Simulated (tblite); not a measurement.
Species: 3-chlorostyrene, C8H7Cl.
Bonds: C1–C2 (double), C2–C3, C3–C4 (aromatic), C4–C5 (aromatic), C5–C6 (aromatic), C6–C7 (aromatic), C7–Cl8, C7–C9 (aromatic), C3–C9 (aromatic). Hydrogens: H10, H11 on C1; H12 on C2; H13 on C4; H14 on C5; H15 on C6; H16 on C9.

Computed with GFN2-xTB (tblite), gas phase: Langevin dynamics at 600 K from the optimised GFN2-xTB geometry, time step 0.5 fs, friction 0.01 fs⁻¹, 2000 steps. The instantaneous temperature is 2·E(kin)/(3Nk) with all 3N coordinates.

```
t (fs)  T (K)  E(pot) above start (eV)  C1=C2 (Å)  C2–C3 (Å)  C3–C4 (Å)  C4–C5 (Å)  C5–C6 (Å)  C1–H10 (Å)  C1–C2–C3–C4 (°)
     0    488                    0.000      1.328      1.459      1.396      1.382      1.384       1.076              180
    50    414                    0.672      1.361      1.507      1.383      1.360      1.397       1.106             -148
   100    456                    0.880      1.299      1.535      1.392      1.315      1.407       1.143             -149
   150    533                    0.708      1.361      1.449      1.393      1.374      1.390       1.104             -148
   200    461                    0.678      1.315      1.419      1.404      1.368      1.433       1.042             -178
   250    445                    0.863      1.337      1.444      1.432      1.399      1.393       1.129              154
   300    658                    0.739      1.351      1.451      1.433      1.374      1.413       1.046              167
   350    542                    0.764      1.356      1.461      1.357      1.410      1.409       1.070              164
   400    513                    0.393      1.326      1.519      1.383      1.395      1.384       1.052              139
   450    489                    0.976      1.323      1.451      1.422      1.400      1.399       1.059              124
   500    502                    0.972      1.283      1.460      1.403      1.404      1.372       1.125              107
   550    452                    1.441      1.386      1.424      1.346      1.487      1.407       1.091               85
   600    723                    1.312      1.304      1.621      1.371      1.417      1.356       1.015               90
   650    736                    1.140      1.377      1.468      1.480      1.363      1.408       1.159               81
   700    663                    1.110      1.299      1.420      1.448      1.419      1.420       1.045               41
   750    500                    1.217      1.381      1.388      1.442      1.404      1.434       1.092                2
   800    572                    1.306      1.277      1.472      1.450      1.400      1.367       1.089                9
   850    395                    1.373      1.408      1.423      1.405      1.383      1.393       1.127               16
   900    806                    1.239      1.328      1.482      1.400      1.401      1.371       1.065                1
   950    820                    1.316      1.357      1.480      1.394      1.467      1.377       1.051              -43
  1000    574                    1.383      1.271      1.466      1.408      1.415      1.340       1.131              -61
```

Question: From 500 fs on, how do temperature and potential energy compare with equipartition?

Answer: The mean temperature of these 11 frames is 613 K against the target 600 K, and the mean potential energy 1.26 eV against 42 × kT/2 = 1.09 eV for 42 classical harmonic modes. For 16 atoms in a canonical ensemble the temperature itself scatters by T·√(2/(3N)) = 122 K; here its standard deviation is 139 K. The whole run lasts only 10 friction times of 100 fs, so these averages carry a wide statistical error.

Question: What are the kinetic and total energies of the listed frame with the highest potential energy?

Answer: The one at 550 fs, 1.441 eV above the start. Its kinetic energy is 3NkT/2 = 0.935 eV at 452 K, so the sum is 2.38 eV; over the listed frames the sum runs from 1.01 to 3.01 eV, since the thermostat adds and removes energy.

Question: How much do the listed bonds fluctuate from 500 fs on?

Answer: 
```csv
bond,at the start (Å),mean (Å),standard deviation (Å)
C1=C2,1.328,1.334,0.047
C2–C3,1.459,1.464,0.057
C3–C4,1.396,1.413,0.037
C4–C5,1.382,1.415,0.033
C5–C6,1.384,1.386,0.028
C1–H10,1.076,1.090,0.041
```

The motion is classical and holds no zero-point motion.

The cost below is that of the whole dynamics run. Hardware: an Arm Neoverse V1 with one thread, shared host. Cost: 16 s of wall time, 0.18 GiB resident at most.
